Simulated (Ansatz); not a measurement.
Two isomers of C2H8OSi: A = `CC[SiH2]O`, B = `CO[SiH2]C`.

Program: Ansatz. Geometries: PBE0-D4/def2-TZVP. ΔE: electronic, gas phase. CCSD(T)/CBS is the MP2 limit (def2-TZVPP, def2-QZVPP) plus CCSD(T) − MP2 in def2-TZVPP, frozen cores. Functionals use def2-TZVPP. B3LYP here is the variant with VWN-RPA as its local correlation; programs differ in this. One conformer a species, not always the lowest.

A:

Z-matrix (Å, degrees):
```
C
C 1 1.526
H 1 1.094 2 111.5
H 1 1.093 2 111.3 3 -120.0
H 1 1.093 2 111.8 3 120.2
Si 2 1.868 1 113.6 3 58.5
H 2 1.096 1 110.5 3 -179.4
H 2 1.097 1 110.5 3 -62.4
O 6 1.653 2 112.4 1 59.9
H 6 1.494 2 108.7 1 -61.8
H 6 1.484 2 110.7 1 177.7
H 9 0.957 6 117.6 2 -78.7
```

B:

Z-matrix (Å, degrees):
```
C
O 1 1.406
H 1 1.092 2 108.4
H 1 1.097 2 111.7 3 -119.3
H 1 1.096 2 111.6 3 119.1
Si 2 1.646 1 122.9 3 170.6
C 6 1.864 2 112.5 1 66.4
H 6 1.493 2 109.3 1 -54.7
H 6 1.483 2 105.4 1 -172.6
H 7 1.093 6 111.6 2 -62.6
H 7 1.093 6 111.1 2 58.5
H 7 1.094 6 110.0 2 178.1
```

(1) Which is lower in electronic energy at CCSD(T)/CBS, and by how much? (Estimate.)

(2) Give E(B) − E(A) in kcal/mol with CCSD/def2-TZVPP, PBE-D4, CCSD(T)/def2-TZVPP, MP2/def2-TZVPP, HF/def2-TZVPP, B3LYP, B2PLYP. (Best estimate.)

(3) Does the order hold for the free energy at 298.15 K (harmonic terms from PBE0-D4)? (Best estimate.)

Largest T1 diagnostic: 0.010.

## Answers

(1) Computed: A, by 10.6 kcal/mol.

(2) Computed: CCSD/def2-TZVPP 10.0, PBE-D4 9.8, CCSD(T)/def2-TZVPP 10.2, MP2/def2-TZVPP 11.3, HF/def2-TZVPP 7.7, B3LYP 8.5, B2PLYP 9.4. None reverses the order clearly.

(3) Ansatz gave: Yes: G(B) − G(A) = +10.1 kcal/mol, for one conformer each.

In def2-TZVPP, CCSD(T) changes the Hartree–Fock value by +2.5 kcal/mol (the triples alone add +0.1 kcal/mol) and MP2 by +3.6 kcal/mol. Leaving LDA and LC-ωPBE aside and taking each functional with its dispersion term where it has one, the values, not all of them listed here, spread over 2.3 kcal/mol, from BLYP-D4 to PBE-QIDH.
